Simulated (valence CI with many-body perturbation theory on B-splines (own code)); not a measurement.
**Level structure of Os LXII**

Computed by configuration interaction combined with many-body perturbation theory (CI+MBPT): five valence electrons over a frozen Dirac-Fock core [Ne], a basis of 11 s, 11 p, 10 d, 8 f, 5 g, 2 h functions for each j, with the one-electron correlation potential Σ1 (screened to all orders), the two-electron term Σ2, the three-electron term Σ3, Breit, model QED; selected single and double excitations, second order for the rest, scaled by the run's own slope (own B-spline code, finite nucleus).

The last digits are not significant, and no measured levels were compared; by estimate large intervals hold to a few tenths of a per cent, small ones and those within an open d or f shell to about a per cent. Among the levels kept, up to 3100 cm⁻¹ of a level comes from second order outside the variational space, and about a tenth of that is noise between levels of different J, which matters for small intervals.

Levels 91 to 135 of 172, with energies above the lowest level, (3s^2 3p1/2^2 3p3/2) J=3/2. "Leading %" is the weight of the configuration and term that name the level; weights of strongly mixed levels are sums over their largest components and can fall short, so below about 35 % the name and the second component can differ from the true leading terms, or belong to a minority configuration. In the jj column 3d3/2^4 stands for four electrons in 3d with j = 3/2. Lifetimes count E1, E2, E3, M1 and M2 decay at the calculated energies, and are blank where another channel may lead or the interval is too uncertain; long ones can be off by a factor of two.

```csv
No.,Configuration,Term,J,E (Ry),Leading %,Lifetime,Second component,Leading jj
91,3s 3p3 3d,4P°,5/2,90.53,26,291 fs,21 % 3s 3p3 3d 4D°,3s 3p1/2 3p3/2^2 3d3/2 (92 %)
92,3s 3p3 3d,4D°,1/2,90.75,55,366 fs,8 % 3s2 3p 3d2 4D°,3s 3p1/2 3p3/2^2 3d3/2 (82 %)
93,3s 3p3 3d,4P°,3/2,91.22,31,215 fs,23 % 3s 3p3 3d 4S°,3s 3p1/2 3p3/2^2 3d3/2 (89 %)
94,3s 3p3 3d,4F°,3/2,91.63,31,240 fs,21 % 3s 3p3 3d 4D°,3s 3p1/2 3p3/2^2 3d3/2 (94 %)
95,3s 3p3 3d,2F°,5/2,91.69,27,288 fs,20 % 3s 3p3 3d 4F°,3s 3p1/2 3p3/2^2 3d3/2 (96 %)
96,3s 3p3 3d,2G°,7/2,91.79,60,234 fs,9 % 3s 3p3 3d 2F°,3s 3p1/2 3p3/2^2 3d3/2 (94 %)
97,3s 3p3 3d,2F°,5/2,92.08,31,230 fs,24 % 3s 3p3 3d 2D°,3s 3p1/2 3p3/2^2 3d3/2 (94 %)
98,3s 3p2 3d2,4F,9/2,92.80,29,1.80 ps,13 % 3s 3p2 3d2 6D,3s 3p1/2^2 3d5/2^2 (95 %)
99,3s 3p3 3d,2P°,3/2,93.39,25,226 fs,17 % 3s 3p3 3d 4D°,3s 3p1/2 3p3/2^2 3d3/2 (81 %)
100,3s 3p3 3d,2F°,5/2,93.46,18,187 fs,14 % 3s 3p3 3d 2D°,3s 3p1/2 3p3/2^2 3d3/2 (74 %)
101,3s 3p3 3d,2P°,1/2,93.48,44,154 fs,28 % 3s 3p3 3d 4D°,3s 3p1/2 3p3/2^2 3d3/2 (92 %)
102,3s 3p3 3d,6D°,9/2,93.67,45,1.71 ps,24 % 3s 3p3 3d 4G°,3s 3p1/2 3p3/2^2 3d5/2 (97 %)
103,3s 3p2 3d2,2D,5/2,93.80,20,1.52 ps,12 % 3s 3p2 3d2 4P,3s 3p1/2^2 3d5/2^2 (97 %)
104,3p5,2P°,3/2,93.94,11,149 fs,10 % 3s 3p3 3d 4D°,3s 3p1/2 3p3/2^2 3d3/2 (55 %)
105,3s 3p3 3d,4D°,1/2,93.97,16,157 fs,16 % 3s 3p3 3d 2P°,3s 3p1/2 3p3/2^2 3d3/2 (82 %)
106,3s 3p3 3d,4D°,7/2,94.04,46,1.12 ps,21 % 3s 3p3 3d 6D°,3s 3p1/2 3p3/2^2 3d5/2 (94 %)
107,3s 3p2 3d2,2F,7/2,94.24,24,1.68 ps,10 % 3s 3p2 3d2 4G,3s 3p1/2^2 3d5/2^2 (96 %)
108,3s 3p2 3d2,2D,3/2,94.71,24,1.48 ps,16 % 3s 3p2 3d2 4F,3s 3p1/2^2 3d5/2^2 (95 %)
109,3s 3p3 3d,4G°,11/2,95.48,97,2.12 ps,,3s 3p1/2 3p3/2^2 3d5/2 (97 %)
110,3s 3p3 3d,4F°,9/2,95.60,58,1.54 ps,29 % 3s 3p3 3d 2G°,3s 3p1/2 3p3/2^2 3d5/2 (94 %)
111,3s 3p3 3d,4D°,1/2,95.65,38,997 fs,25 % 3s 3p3 3d 2P°,3s 3p1/2 3p3/2^2 3d5/2 (89 %)
112,3s 3p2 3d2,4P,1/2,96.18,43,1.29 ps,21 % 3s 3p2 3d2 2S,3s 3p1/2^2 3d5/2^2 (96 %)
113,3s 3p3 3d,4D°,5/2,96.61,38,742 fs,11 % 3s 3p3 3d 4P°,3s 3p1/2 3p3/2^2 3d5/2 (90 %)
114,3s2 3p 3d2,2G°,7/2,96.76,28,183 fs,23 % 3s2 3p 3d2 2F°,3s^2 3p3/2 3d3/2^2 (73 %)
115,3s 3p3 3d,2S°,1/2,96.86,28,323 fs,18 % 3s2 3p 3d2 4D°,3s 3p1/2 3p3/2^2 3d5/2 (62 %)
116,3s 3p3 3d,4D°,3/2,97.03,26,437 fs,22 % 3s 3p3 3d 2D°,3s 3p1/2 3p3/2^2 3d5/2 (84 %)
117,3s2 3p 3d2,4F°,5/2,97.22,15,156 fs,11 % 3s2 3p 3d2 2D°,3s^2 3p3/2 3d3/2^2 (52 %)
118,3s 3p3 3d,2F°,7/2,97.35,53,441 fs,12 % 3s 3p3 3d 2G°,3s 3p1/2 3p3/2^2 3d5/2 (72 %)
119,3s 3p3 3d,4P°,5/2,97.45,17,267 fs,10 % 3s 3p3 3d 2D°,3s 3p1/2 3p3/2^2 3d5/2 (64 %)
120,3s2 3p 3d2,4D°,3/2,97.54,17,121 fs,17 % 3s2 3p 3d2 4F°,3s^2 3p3/2 3d3/2^2 (48 %)
121,3s2 3p 3d2,4D°,1/2,97.59,36,140 fs,27 % 3s 3p3 3d 2P°,3s^2 3p3/2 3d3/2^2 (43 %)
122,3s 3p3 3d,2P°,3/2,98.04,34,453 fs,18 % 3s 3p3 3d 4S°,3s 3p1/2 3p3/2^2 3d5/2 (78 %)
123,3s 3p3 3d,4D°,7/2,98.04,24,433 fs,13 % 3s 3p3 3d 2F°,3s 3p1/2 3p3/2^2 3d5/2 (83 %)
124,3s 3p3 3d,2G°,9/2,98.19,61,519 fs,8 % 3s 3p3 3d 4G°,3s 3p1/2 3p3/2^2 3d5/2 (75 %)
125,3s 3p3 3d,4D°,5/2,98.34,33,460 fs,21 % 3s 3p3 3d 2D°,3s 3p1/2 3p3/2^2 3d5/2 (86 %)
126,3s 3p3 3d,2D°,5/2,98.90,33,737 fs,26 % 3s 3p3 3d 2F°,3s 3p1/2 3p3/2^2 3d5/2 (89 %)
127,3s2 3p 3d2,2P°,3/2,98.97,23,119 fs,16 % 3s2 3p 3d2 4P°,3s^2 3p3/2 3d3/2^2 (72 %)
128,3s 3p3 3d,4D°,7/2,99.03,35,277 fs,23 % 3s 3p3 3d 2F°,3s 3p1/2 3p3/2^2 3d5/2 (97 %)
129,3s 3p3 3d,2P°,3/2,99.35,37,447 fs,24 % 3s 3p3 3d 2D°,3s 3p1/2 3p3/2^2 3d5/2 (81 %)
130,3s 3p3 3d,2F°,7/2,99.35,43,411 fs,8 % 3s 3p3 3d 4D°,3s 3p1/2 3p3/2^2 3d5/2 (82 %)
131,3s 3p3 3d,2D°,5/2,99.56,38,470 fs,20 % 3s 3p3 3d 2F°,3s 3p1/2 3p3/2^2 3d5/2 (89 %)
132,3s 3p3 3d,2S°,1/2,100.02,27,432 fs,19 % 3s 3p3 3d 2P°,3s 3p1/2 3p3/2^2 3d5/2 (76 %)
133,3s 3p3 3d,2D°,3/2,100.40,38,236 fs,14 % 3s 3p3 3d 2P°,3s 3p1/2 3p3/2^2 3d5/2 (83 %)
134,3s 3p3 3d,2D°,5/2,100.89,29,251 fs,14 % 3s 3p3 3d 2F°,3s 3p1/2 3p3/2^2 3d5/2 (82 %)
135,3s 3p3 3d,2D°,3/2,100.98,25,319 fs,19 % 3s 3p3 3d 2P°,3s 3p1/2 3p3/2^2 3d5/2 (76 %)
```
